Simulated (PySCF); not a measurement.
## BMo from Hartree–Fock to correlated methods

State: ⁶Π (sextet), unpaired electrons σ ↑↑, π ↑, δ ↑↑. Set-up: B x2c-TZVPPall, Mo x2c-TZVPPall; spin-free X2C with a Gaussian nucleus (PySCF 2.14). De refers to B + Mo (4d5 5s1) in their high-spin ground configurations, without counterpoise correction. The functionals are run spin-unrestricted. A positive dipole means B(−)Mo(+). Levels whose curve was spin-contaminated or gave no clean fit are not listed.

```tsv
Level	Re (Å)	ωe (cm⁻¹)	De (eV)	μ (D)
ROHF	1.980	642	n/a	3.35
ROHF-MP2	1.897	871	n/a	n/a
ROHF-SCS-MP2	1.912	802	n/a	n/a
ROHF-CCSD	1.969	673	1.52	n/a
ROHF-CCSD(T)	1.975	673	1.99	n/a
LDA	1.936	734	3.39	1.88
PBE	1.969	683	2.73	2.05
BLYP	1.980	672	2.67	1.99
r²SCAN	1.979	642	2.31	2.29
B3LYP	1.971	659	2.26	2.18
PBE0	1.972	634	2.16	2.33
HSE06	1.975	632	2.15	2.27
```

(1) Which functional lies closest to ROHF-CCSD(T) in De, which farthest, and by how much do they differ from it?

(2) What does a quarter of exact exchange do here, going from PBE to PBE0?

(3) What does the step from GGA to meta-GGA do here, going from PBE to r²SCAN?

Correlated steps freeze 15 core orbitals. The metal atom is held in its measured ground configuration; semilocal functionals can put another filling of s and d lower by some tenths of an eV, and De to that atom would be smaller. Spin–orbit coupling is left out, which matters for elements this heavy, above all for dissociation energies. The CCSD T1 diagnostic is raised, a sign that a single reference may not be enough here. UHF is strongly spin-contaminated for BMo, so the ROHF reference used there is far from stable. With d or f electrons several states lie close, and the lowest PBE0 determinant need not be the measured ground state.

The whole job (state search and all levels along the bond) took about 24 min on 2 threads of Arm Neoverse V1 (shared host), peak memory 5.8 GiB.

Results:

(1) Closest is HSE06 (+0.0 pm in Re, -6.1 % in ωe, +0.16 eV in De against ROHF-CCSD(T) in the same basis), farthest LDA (-3.9 pm in Re, +9.1 % in ωe, +1.40 eV in De). CCSD(T) converges more slowly with the basis than the functionals do and binds too weakly in this one, so the order can change at the basis-set limit.

(2) PBE0 less PBE: +0.3 pm in Re, -7.2 % in ωe, -0.57 eV in De. Exact exchange removes part of the self-interaction that spreads semilocal densities, and in most molecules shortens and stiffens the bond and lowers De; here Re and ωe go the other way.

(3) r²SCAN less PBE: +1.0 pm in Re, -6.0 % in ωe, -0.42 eV in De.
